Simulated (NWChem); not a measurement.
CH$_{5}$FO$_{2}$Si; SMILES CO[SiH](O)F

```xyz
10

Si     0.0359    -0.4925     0.3723
O      0.9317    -1.7178    -0.2494
F     -1.4926    -0.5493    -0.1372
O      0.6768     0.9272    -0.1505
C      0.0164     2.1867    -0.0653
H      0.0228    -0.6551     1.8351
H      1.2538    -1.5926    -1.1536
H     -0.0842     2.5101     0.9790
H      0.6245     2.9216    -0.5996
H     -0.9788     2.1467    -0.5233
```
Atoms are numbered in this order, from 1.

Program: NWChem. Pople sets run with spherical d functions. The geometry was optimised at B3LYP/6-31G* (spherical d). Vzz is the largest principal value of the second derivative of the potential at the nucleus (NWChem prints the opposite sign); η is the asymmetry. Non-relativistic.

```
level                   Vzz O2 (a.u.)  η O2  Vzz O4 (a.u.)  η O4  relative time
----------------------  -------------  ----  -------------  ----  -------------
PBE0/def2-SVP                   1.408  0.55          1.605  0.42              1
PBE0/6-31G*                     1.346  0.57          1.561  0.42              1
Hartree-Fock/cc-pVTZ            1.445  0.52          1.655  0.40              5
Hartree-Fock/def2-TZVP          1.452  0.52          1.653  0.40              3
```

Times are rough ratios from one shared machine.
